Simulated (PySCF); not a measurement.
# Magnesium: a sound run and one with changed settings

Sound run: Mg(2+) [Ne], Mg(3+) [He] 2s2 2p5. All numbers are calculated (PySCF 2.14, the non-relativistic Hamiltonian (point nucleus), in pcseg-2 (5s3p1d, 19 functions)). The sound run starts from symmetry-adapted Hartree-Fock orbitals and uses a fine grid where one is needed.

A second run was set up differently.

| species | method | sound run (hartree) | changed run (hartree) | converged |
| --- | --- | --- | --- | --- |
| Mg(2+) | UHF | -198.82044 | -198.82044 | yes |
| Mg(2+) | PBE0 | -199.12938 | -199.12938 | yes |
| Mg(2+) | LDA | -198.28677 | -198.28677 | yes |
| Mg(3+) | UHF | -195.87429 | -195.87429 | yes |
| Mg(3+) | PBE0 | -196.12486 | -196.17009 | yes |
| Mg(3+) | LDA | -195.26271 | -195.33715 | yes |

Ionisation energy of Mg(2+):

| method | sound run (eV) | changed run (eV) |
| --- | --- | --- |
| UHF | 80.169 | 80.169 |
| PBE0 | 81.757 | 80.526 |
| LDA | 82.289 | 80.263 |

What was changed?
A. too few SCF iterations
B. basis contracted for another Hamiltonian
C. angular grid far too coarse
D. level shift left on

C. It used 6 angular points. A coarse angular grid integrates products of high-l functions wrongly, so density functionals can shift, and the SCF can exploit the error; Hartree-Fock and MP2 need no grid.
